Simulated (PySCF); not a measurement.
An equivalent PySCF input for Al²⁺ (aluminium, charge +2), [Ne] 3s1, 2S determinant, with no relativity, point nucleus:

```python
from pyscf import gto, scf, dft, mp, cc
import basis_set_exchange as bse
mol = gto.M(atom="Al 0 0 0", charge=2, spin=1, symmetry="D2h",
            basis=gto.basis.parse(bse.get_basis("pcseg-2", elements=["Al"], fmt="nwchem", header=False)))
mf = dft.UKS(mol, xc="TPSS")
mf.irrep_nelec = {'Ag': (3, 2), 'B1u': (1, 1), 'B2u': (1, 1), 'B3u': (1, 1)}
mf.kernel()
```

It reaches the same state as the run whose output follows, with an energy that differs only through the grid. The run itself started from symmetry-adapted Hartree-Fock orbitals and held the occupation by maximum overlap, on a logarithmic radial grid, so the iterations belong to that start.

```
SCF conv_tol = 1e-09
number electrons alpha = 6  beta = 5
XC functionals = TPSS
    J. Tao, J. P. Perdew, V. N. Staroverov, and G. E. Scuseria.,  Phys. Rev. Lett. 91, 146401 (2003)
    J. P. Perdew, J. Tao, V. N. Staroverov, and G. E. Scuseria.,  J. Chem. Phys. 120, 6898 (2004)
    J. Tao, J. P. Perdew, V. N. Staroverov, and G. E. Scuseria.,  Phys. Rev. Lett. 91, 146401 (2003)
    J. P. Perdew, J. Tao, V. N. Staroverov, and G. E. Scuseria.,  J. Chem. Phys. 120, 6898 (2004)
cycle= 1 E= -241.473831488249  delta_E= -0.00181  |g|= 0.0294  |ddm|= 0.0684
cycle= 2 E= -241.473954683175  delta_E= -0.000123  |g|= 0.0111  |ddm|= 0.0232
cycle= 3 E= -241.473975904284  delta_E= -2.12e-05  |g|= 4.34e-05  |ddm|= 0.00617
cycle= 4 E= -241.473975904612  delta_E= -3.27e-10  |g|= 5.43e-07  |ddm|= 3.88e-05
converged SCF energy = -241.473975904612  <S^2> = 0.75003142  2S+1 = 2.0000314
```
